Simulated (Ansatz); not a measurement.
`OC1[SiH2]CB1F` → `BO[SiH](F)C=C`  (isomerisation)

Computed with Ansatz on PBE0-D4/def2-TZVP structures; ΔE is electronic, products minus reactants. CBS: MP2 limit from def2 TZ/QZ plus the TZ coupled-cluster correction, frozen cores. DFT in def2-TZVPP. Each species was taken in one conformer, which may not be the lowest.

CCSD(T)/CBS gives -2.61 eV.

Another level gave -2.38 eV. Which?
A. PBE-D4/def2-TZVPP
B. ωB97X-V/def2-TZVPP
C. MP2/def2-TZVPP
D. ωB97M-V/def2-TZVPP

B. ωB97X-V -2.38, ωB97M-V -2.43, MP2/def2-TZVPP -2.58, PBE-D4 -2.02 eV.

Largest T1 diagnostic among the species: 0.013.

In def2-TZVPP, CCSD(T) changes the Hartree–Fock value by +0.60 eV (the triples alone add +0.07 eV) and MP2 by +0.61 eV. The D4 term adds +0.03 eV with B3LYP and +0.01 eV with PBE0; it sums over pairs of atoms, weighted by their polarisabilities, and B3LYP, whose exchange is more repulsive, gets the larger term. From PBE to PBE0 (25 % exact exchange), in def2-TZVPP and without D4, ΔE moves by −0.08 eV.

B3LYP here is the variant with VWN-RPA as its local correlation; programs differ in this.
